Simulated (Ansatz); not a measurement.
Compare A (`O[SiH]1CS[SiH2]1`) with its isomer B (`O=C[SiH]([SiH3])S`).

Program: Ansatz. Geometries: PBE0-D4/def2-TZVP. ΔE: electronic, gas phase. CCSD(T)/CBS is the MP2 limit (def2-TZVPP, def2-QZVPP) plus CCSD(T) − MP2 in def2-TZVPP, frozen cores. Functionals use def2-TZVPP. B3LYP here is the variant with VWN-RPA as its local correlation; programs differ in this. One conformer a species, not always the lowest.

A:

Z-matrix (Å, degrees):
```
Si
C 1 1.893
O 1 1.648 2 112.2
Si 1 2.332 2 84.0 3 -113.2
H 1 1.486 2 116.5 3 120.4
S 2 1.843 1 99.3 3 90.7
H 2 1.092 1 114.6 3 -25.8
H 2 1.092 1 114.3 3 -152.1
H 3 0.959 1 116.5 2 -55.5
H 4 1.488 1 121.9 2 128.5
H 4 1.490 1 119.5 2 -91.5
```

B:

```xyz
11

O    -2.2809    0.0263    1.2986
C    -1.4035    0.7174    0.8474
Si   -0.3386    0.1633   -0.6679
Si    1.8873   -0.1158    0.0077
S    -1.2405   -1.6515   -1.3102
H    -1.1862    1.7025    1.3207
H    -0.4274    1.2535   -1.6799
H     2.6893   -0.6231   -1.1364
H     2.4557    1.1836    0.4602
H     1.9421   -1.0935    1.1249
H    -2.0972   -1.5628   -0.2652
```

Q: Which is lower in electronic energy at CCSD(T)/CBS, and by how much? (Estimate.)

A: Ansatz gave: A, by 182.5 kJ/mol.

Q: Give E(B) − E(A) in kJ/mol with CCSD(T)/def2-TZVPP, r2SCAN-D4, B3LYP-D4, HF/def2-TZVPP, B2PLYP, PBE0-D4, MP2/def2-TZVPP. (An estimate is asked.)

A: The calculation gave: CCSD(T)/def2-TZVPP 172.2, r2SCAN-D4 172.8, B3LYP-D4 159.9, HF/def2-TZVPP 159.6, B2PLYP 167.5, PBE0-D4 180.1, MP2/def2-TZVPP 191.8. None reverses the order clearly.

Largest T1 diagnostic: 0.015.

From PBE to PBE0 (25 % exact exchange), in def2-TZVPP and without D4, E(B) − E(A) moves by +19.0 kJ/mol. In def2-TZVPP, CCSD(T) changes the Hartree–Fock value by +12.6 kJ/mol (the triples alone add −1.2 kJ/mol) and MP2 by +32.2 kJ/mol.
